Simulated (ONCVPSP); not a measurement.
## Before and after: ONCV potential for rhodium

Rh (Z = 45), optimised norm-conserving Vanderbilt (ONCV), made with ONCVPSP 4.0.1 (LDA (Perdew-Wang 92), scalar-relativistic). Core [Ar] 3d10, reference 4s2 4p6 4d7 5s2. Waves: 4s+5s: rc 1.60 bohr, ncon 4, nbas 7, qcut 9.7 1/bohr, 2 projectors; 4p: rc 1.50 bohr, ncon 4, nbas 7, qcut 9.6 1/bohr, 2 projectors, debl 3.6 Ha; 4d: rc 1.50 bohr, ncon 4, nbas 8, qcut 11.2 1/bohr, local. Local part: the d channel. Core correction: Teter function, fcfact 5.25, rcfact 1.65.

Change: all radii but the core radius scaled by about 1.10 (s 1.76, p 1.64, d 1.64 bohr).

Cutoffs: the cutoffs (Ha) at which the residual kinetic energy of the hardest occupied pseudo-wave falls to 1 and 0.1 mHa per electron; they do not see the model core or the augmentation charge, which bear on the density cutoff. Errors are all-electron minus pseudo energies relative to the spin-unpolarised reference configuration.

Problem. What does the change do?

Solution. The potential gets neither clearly harder nor softer (31 Ha and 39 Ha → 31 Ha and 38 Ha); the d channel sets the loose cutoff, while the largest relative change is in p, which becomes softer; of the 4 tests that both files solve, the error grows in 2 and shrinks in 0 by more than 15 % and 0.3 meV (median size 4.4 → 5.1 meV); neither file shows a bound ghost.

| quantity | base | changed |
| --- | --- | --- |
| cutoff, loose | 31 Ha | 31 Ha |
| cutoff, tight | 39 Ha | 38 Ha |
| loose cutoff by channel | s 29 Ha, p 27 Ha, d 31 Ha | s 26 Ha, p 16 Ha, d 31 Ha |
| bound ghosts | none | none |
| GHOST(+) flags under 300 eV | none | none |
| error for 4s2 4p6 4d8 5s1, meV [ΔE -2.39 eV] | -2.8 | -3.2 |
| error for 4s2 4p6 4d8 5s0, meV [ΔE 5.40 eV] | -6.5 | -7.6 |
| error for 4s2 4p6 4d7 5s0, meV [ΔE 25.16 eV] | -6.0 | -7.0 |
| error for 4s2 4p6 4d7 5s1 5p1, meV [ΔE 4.24 eV] | -0.6 | -0.5 |
| rms error of d²Exc/dni dnj with the model core, mHa | 2.63 | 2.81 |
